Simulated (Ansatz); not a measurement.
Molecule: C5H11N (charge 0, singlet). SMILES: NC1CCCC1
Structure (B3LYP-D3(BJ)/def2-TZVP (Ansatz, a program for electronic structure) minimum search):
```xyz
17

C     -1.6562     0.2564     0.2383
C     -1.2088    -1.1684    -0.1983
C      0.2973    -1.0564    -0.4958
C      0.7641     0.1354     0.3413
C     -0.3883     1.1266     0.1732
N      2.0390     0.6776    -0.1213
H     -2.0545     0.2328     1.2540
H     -2.4473     0.6522    -0.3987
H     -1.3896    -1.8842     0.6053
H     -1.7632    -1.5258    -1.0661
H      0.4714    -0.8141    -1.5475
H      0.8442    -1.9749    -0.2733
H      0.7962    -0.1784     1.3981
H     -0.3798     1.9223     0.9209
H     -0.2852     1.5948    -0.8093
H      2.3091     1.4809     0.4351
H      2.7774    -0.0101    -0.0217
```

Property: atomisation energy (electronic, to ground-state atoms); the coupled-cluster value holds the core correlation from cc-pwCVTZ, in kcal/mol. Correlated levels leave the core frozen unless marked. UHF or UKS for open shells. No spin-orbit coupling. Non-relativistic. CBS marks a two-point X^-3 extrapolation of the correlation energy; Hartree-Fock from the larger set.

Level to compare with: CCSD(T)/CBS(cc-pVTZ,cc-pVQZ) plus the core term (Ansatz), 1635.9 kcal/mol. It is a level with limits of its own, and the differences hold the functionals' basis error too.

Q: Rank these functionals by how close they come to CCSD(T)/CBS(cc-pVTZ,cc-pVQZ), closest first: wB97X-V/def2-TZVPD (Ansatz); r2SCANh/def2-TZVPD (Ansatz); CAM-B3LYP/def2-TZVPD (Ansatz).

A: wB97X-V/def2-TZVPD (range-separated hybrid with VV10, 1635.3 kcal/mol, difference -0.6), CAM-B3LYP/def2-TZVPD (range-separated hybrid, 1632.1 kcal/mol, difference -3.8), r2SCANh/def2-TZVPD (hybrid meta-GGA, 1622.1 kcal/mol, difference -13.8)
